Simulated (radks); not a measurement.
Valence configurations of the aluminium ion Al2+ (all share [Ne]). Calculated with a radial shooting solver on a logarithmic mesh with Libxc functionals: scalar-relativistic Kohn-Sham, PBE, spin-polarised, spherical densities, finite nucleus; open shells are filled with parallel spins first; Fermi nuclear charge, rms radius 3.061 fm. Energies are relative to 3s1; eigenvalues in eV for spin up.

| valence | E (eV) | moment (Bohr magnetons) | e(3p) | e(3s) |
|---|---|---|---|---|
| 3s1 | 0.000 | 1 | - | -24.484 |
| 3s0.5 3p0.5 | 3.307 | 1 | -18.190 | -24.804 |
| 3p1 | 6.611 | 1 | -18.512 | - |

NIST lists [Ne] 3s1 as the ground configuration; this level of theory agrees among the configurations tried. The energies are those of spherical high-spin densities, not of single terms.
